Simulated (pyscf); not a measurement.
## H₂N–Ti(OH)(Cl)–Cl, singlet

Gas-phase minimum from PySCF at ωB97X-D3(BJ)/def2-SVP, one conformer. 

SMILES: [NH2][Ti]([OH])([Cl])[Cl]
```xyz
8

N     -1.5766     0.0489     0.4882
Ti     0.0170    -0.8384     0.5976
O     -0.1849    -2.0658     1.8127
Cl     0.5014    -1.7203    -1.3611
Cl     1.6075     0.5847     1.1382
H     -2.4018    -0.1694     1.0424
H     -1.7445     0.8298    -0.1444
H      0.2460    -2.7801     2.2936
```

Bond lengths (Å): N1–Ti2 1.827, N1–H6 1.018, N1–H7 1.019, Ti2–O3 1.739, Ti2–Cl4 2.202, Ti2–Cl5 2.202, O3–H8 0.963. Angles (°): Ti2–N1–H6 124.8, Ti2–N1–H7 123.6, H6–N1–H7 111.6, N1–Ti2–O3 106.5, N1–Ti2–Cl4 109.5, N1–Ti2–Cl5 109.3, O3–Ti2–Cl4 111.4, O3–Ti2–Cl5 111.6, Cl4–Ti2–Cl5 108.6, Ti2–O3–H8 145.2.

Properties at ωB97X-D3(BJ)/def2-SVP:

* **Harmonic wavenumbers, unscaled**: 81, 126, 153, 165, 199, 201, 283, 357, 422, 454, 509, 547, 782, 866, 1487, 3575, 3686, 3948 cm⁻¹
* **Zero-point energy**: 25.5 kcal/mol
* **Rotational symmetry number**: 1
* **Entropy of this conformer at 298 K and 1 atm, rigid rotor and harmonic oscillator, modes under 100 cm⁻¹ raised to 100**: 381.4 J/(mol K)
* **Dipole moment**: 3.33 D

Single-point totals, which compare only within one level:

| level | total energy (hartree) |
|---|---|
| ωB97X-D3(BJ)/def2-TZVP | -1901.98685 |
| PBE/def2-TZVP | -1901.24520 |
| r²SCAN/def2-TZVP | -1901.83001 |
| B3LYP-D3(BJ)/def2-TZVP | -1902.03555 |
| PBE0-D3(BJ)/def2-TZVP | -1901.32616 |
| M06-2X/def2-TZVP | -1901.83434 |
| ωB97M-D3(BJ)/def2-TZVP | -1902.12258 |

Soft torsions are taken as harmonic, which can shift the entropy by several J/(mol K).
